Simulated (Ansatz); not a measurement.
The cluster Sn₃S₃, relaxed as a singlet with RKS r2SCAN-D4/def2-SVP in Ansatz, starting from the GFN1-xTB geometry. Force threshold 0.02 eV/Å.

In the def2 sets Sn takes a core potential; there is no spin–orbit coupling. Another isomer (singlet) lies 0.26 eV lower at PBE0-D4/def2-TZVP; other spin states weren't run for this one.

Start:

Cartesian coordinates in Å:
```
Sn 0.8471 -3.6325 -0.1945
Sn 0.7321 1.0980 -0.8882
Sn -1.6814 1.7146 1.2250
S -1.7383 0.8413 -1.0493
S 1.1259 -1.4700 -0.6677
S 0.7146 1.4487 1.5747
```

(1) Estimate the energy that the relaxation releases and the steps that it takes.

(2) Does the start keep its bonding?

(3) Predict the relaxed structure.

Answers

(1) 1.60 eV, in 19 steps; 60 s on 4 threads of Arm Neoverse V1 on a shared host. No frequencies were taken in this run, so the end may be a saddle point.

(2) Bonds formed: Sn1–S4 (atoms count from 1).

(3) 
```xyz
6

Sn   -0.352   -2.389   -0.559
Sn    0.969    0.902   -1.025
Sn   -1.619    1.230    1.422
S    -1.551   -0.108   -0.790
S     1.842   -1.432   -0.414
S     0.711    1.799    1.365
```
Bond lengths (bridged metal pairs left out): 7 × S–Sn 2.40 to 2.72 Å.
